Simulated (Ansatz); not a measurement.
Program: Ansatz. Geometries: PBE0-D4/def2-TZVP. ΔE: electronic, gas phase. CCSD(T)/CBS adds triple-zeta CCSD(T) − MP2 to the extrapolated MP2 energy (def2 sets, frozen cores). This one scheme is used for every species. Functionals use def2-TZVPP. B3LYP here is the variant with VWN-RPA as its local correlation; programs differ in this. Each species was taken in one conformer, which may not be the lowest.

`CSS[SiH3]` + `N#CO` → `N#CO[SiH3]` + `CSS`  (ligand exchange at the Si–S bond)

| level | ΔE (kJ/mol) |
| --- | --- |
| revPBE-D4 | -16.8 |
| B3LYP-D4 | -35.0 |
| CAM-B3LYP-D4 | -41.5 |
| PBE | -23.2 |

(1) What does CCSD(T)/CBS give? (Estimate.)

Largest T1 diagnostic among the species: 0.014.

Answers

(1) The calculation gave: -32.4 kJ/mol. The listed levels differ from it by 15.6, -2.6, -9.1, 9.2 kJ/mol.

In def2-TZVPP, CCSD(T) changes the Hartree–Fock value by +21.4 kJ/mol (the triples alone add +4.1 kJ/mol) and MP2 by +23.0 kJ/mol. At CCSD(T), def2-SVP lies +4.5 kJ/mol from the extrapolated value and def2-TZVPP −2.2 kJ/mol. From BLYP to BHLYP (50 % exact exchange), in def2-TZVPP and without D4, ΔE moves by −5.5 kJ/mol.
